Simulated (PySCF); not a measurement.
Stepwise substitution at one centre (Al F-CH3). All species are isolated molecules in the gas phase. Strings in code marks are SMILES.

Quantity: vertical ionisation energy (energy after one electron is removed minus that of the parent at the parent's geometry), in eV.

Case: `[CH3][Al]([F])[F]`. Geometry of `[F][Al]([CH3])[F]` (neutral, multiplicity 1, Å):

```xyz
7

C     -0.9087    -0.0222     0.0005
Al     1.0213     0.0141    -0.0119
F      1.8595     1.4346    -0.0102
F      1.9278    -1.3637    -0.0142
H     -1.3182     0.7067    -0.7016
H     -1.2943    -1.0099    -0.2544
H     -1.2874     0.2405     0.9918
```

**Question.** Predict the vertical ionisation energy (energy after one electron is removed minus that of the parent at the parent's geometry) from PBE-D3(BJ)/def2-TZVP // B3LYP-D3(BJ)/def2-TZVP (PySCF).

**Answer.** 11.48 eV.
